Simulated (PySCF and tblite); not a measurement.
Values are calculated unless marked as measured or tabulated.
C7H8O4, numbered as in [CH3:1][O:2][c:3]1[cH:4][c:5]([O:6][CH3:7])[o:8][c:9](=[O:10])[cH:11]1.

Geometries GFN2-xTB; weights from B3LYP-D3(BJ)/pcSseg-1 (IEF-PCM, tetrahydrofuran) energies and GFN2-xTB thermal corrections, with symmetry numbers and mirror pairs. Conformers within 2.5 kcal/mol (GFN2-xTB free energy) were kept, 4 at most. GIAO shieldings: B3LYP/pcSseg-1 (IEF-PCM, tetrahydrofuran). Shifts are against TMS (¹H), TMS (¹³C) at the same level. (PySCF 2.14, tblite 0.8.)

Torsions listed: C1–O2–C3–C4, O8–C5–O6–C7.

| conformer | shape | symmetry | E(GFN2) kcal/mol | E(DFT) kcal/mol |
| --- | --- | --- | --- | --- |
| 1 | 180°, 0° | Cs | 0.00 | 0.00 |
| 2 | 0°, 0° | Cs | 1.38 | 1.33 |

(1) How much do the weights at 298.15 K and the averaged shift of C4 depend on how the conformers are weighted?

Answers

(1) 
```tsv
weighting	1 (%)	2 (%)	δ (ppm)	rms dipole (D)
DFT energy with thermal terms, symmetry and mirror images (full scheme)	89	11	85.7	4.32
DFT energy with symmetry and mirror images	90	10	85.9	4.24
bare DFT energy	90	10	85.9	4.24
GFN2-xTB energy with symmetry and mirror images	91	9	85.9	4.21
GFN2-xTB free energy	89	11	85.8	4.29
leading conformer alone	100	0	86.5	3.81
equal weights	50	50	83.2	5.72
full scheme, search stopped after three starts	100	0	86.5	3.81
```

The largest departure from the full scheme, 2.5 ppm, comes with: equal weights.


Conformer gaps in pcSseg-1 on xTB geometries can be 2 kcal/mol off for S=O, P=O and other polar bonds.